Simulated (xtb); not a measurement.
WF5, SMILES [F][W+]([F])([F])([F])[F], charge +1, multiplicity 1. All values are semi-empirical tight-binding results from xtb (GFN2-xTB unless named), good for trends rather than for accurate numbers. Geometry: GFN2-xTB. The multiplicity is an assumed one; no other spin state was optimised. The isomer is the one that the SMILES or the coordinates give; other isomers of the formula were not compared.

Optimised geometry:

Bond lengths (Å): W1–F2 1.793, W1–F3 1.793, W1–F4 1.796, W1–F5 1.796, W1–F6 1.796. Angles (°): F2–W1–F3 180.0, F2–W1–F4 90.0, F2–W1–F5 90.0, F2–W1–F6 90.0, F3–W1–F4 90.0, F3–W1–F5 90.0, F3–W1–F6 90.0, F4–W1–F5 120.0, F4–W1–F6 120.0, F5–W1–F6 120.0.
Charge +1, spin multiplicity 1.

For metal compounds this method's bond lengths and energies can be far off.

- point group as xtb finds it: D3h
- orbital gap: 6.89 eV
- zero-point energy: 5.4 kcal/mol
- G − E(el) at 298.15 K (modified RRHO): -14.9 kcal/mol

Give the atomic charges and the Wiberg bond orders between heavy atoms. (An estimate is asked for; the answer gives what the named calculation found.)

charges (e) W1 1.98, F2 -0.24, F3 -0.24, F4 -0.17, F5 -0.17, F6 -0.17. Bond orders W1–F2 1.00, W1–F3 1.00, W1–F4 1.10, W1–F5 1.10, W1–F6 1.10.
